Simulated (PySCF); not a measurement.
Species: `CC[C@H](C#N)CN[SiH3]`. The columns A, B, C and D hold Mulliken, IAO, Hirshfeld and ESP-fitted charges (e) of one PBE0/pcSseg-1 density (PySCF), in a shuffled order. Coordinates in Å (GFN2-xTB); the density's dipole moment is (-0.71, 2.47, 2.41) D.

```
atom       x       y       z       A       B       C       D
  C1  -2.379   1.009   0.669  -0.112  -0.261  -0.354  -0.418
  C2  -2.018  -0.357   0.100  -0.055  -0.212  +0.070  -0.245
  C3  -0.669  -0.350  -0.640  -0.005  -0.328  -0.040  -0.149
  C4  -0.572  -1.523  -1.475  +0.088  +0.117  +0.249  +0.137
  N5  -0.485  -2.467  -2.114  -0.234  -0.248  -0.448  -0.258
  C6   0.539  -0.337   0.321  -0.013  +0.080  +0.148  -0.127
  N7   1.773  -0.208  -0.406  -0.241  -0.687  -0.801  -0.680
 Si8   3.163   0.606   0.194  +0.349  +0.618  +0.511  +0.753
  H9  -1.630   1.351   1.379  +0.041  +0.115  +0.081  +0.137
 H10  -3.335   0.953   1.184  +0.048  +0.127  +0.104  +0.151
 H11  -2.462   1.747  -0.126  +0.044  +0.117  +0.098  +0.141
 H12  -1.974  -1.095   0.905  +0.043  +0.127  +0.010  +0.140
 H13  -2.800  -0.673  -0.596  +0.046  +0.142  +0.049  +0.149
 H14  -0.605   0.530  -1.291  +0.058  +0.162  +0.099  +0.172
 H15   0.455   0.518   0.993  +0.047  +0.127  +0.091  +0.138
 H16   0.513  -1.253   0.932  +0.036  +0.127  +0.048  +0.125
 H17   1.911  -0.980  -1.043  +0.109  +0.209  +0.398  +0.260
 H18   2.690   1.935   0.589  -0.082  -0.114  -0.100  -0.140
 H19   3.802  -0.020   1.363  -0.092  -0.116  -0.121  -0.163
 H20   4.079   0.627  -0.940  -0.074  -0.103  -0.093  -0.123
```

Q: Which column most likely holds the ESP-fitted charges?

A: C. Σ q r misses the density's dipole by 0.05 D (C), 0.72 D (D), 0.88 D (A), 1.53 D (B). Charges fitted to the outside potential are the only set here that is tied to the molecule's multipoles.

Q: And the Hirshfeld charges?

A: A. The mean sizes are 0.091 e (A), 0.196 e (C), 0.207 e (B), 0.230 e (D), and Hirshfeld charges are commonly the smallest of these schemes.

As computed, A = Hirshfeld, B = Mulliken, C = ESP-fitted, D = IAO. Hydrogens on carbon: Hirshfeld +0.04 to +0.06, Mulliken +0.12 to +0.16, ESP-fitted +0.01 to +0.10, IAO +0.12 to +0.17 e.

The ESP scheme is a least-squares fit of atom-centred charges to the potential on four shells outside the van der Waals surface, with the total charge fixed. The IAO scheme projects the occupied orbitals on a minimal set of polarised atomic orbitals and counts the electrons in each atom's part of it.

The structure is a single GFN2-xTB conformer in the gas phase; no vibrational or solvent corrections.

Conformer computed: `[CH3:1][CH2:2][C@H:3]([C:4]#[N:5])[CH2:6][NH:7][SiH3:8]`: C1–C2–C3–C4 -163°, C2–C3–C6–N7 -175°, C3–C6–N7–Si8 148°.
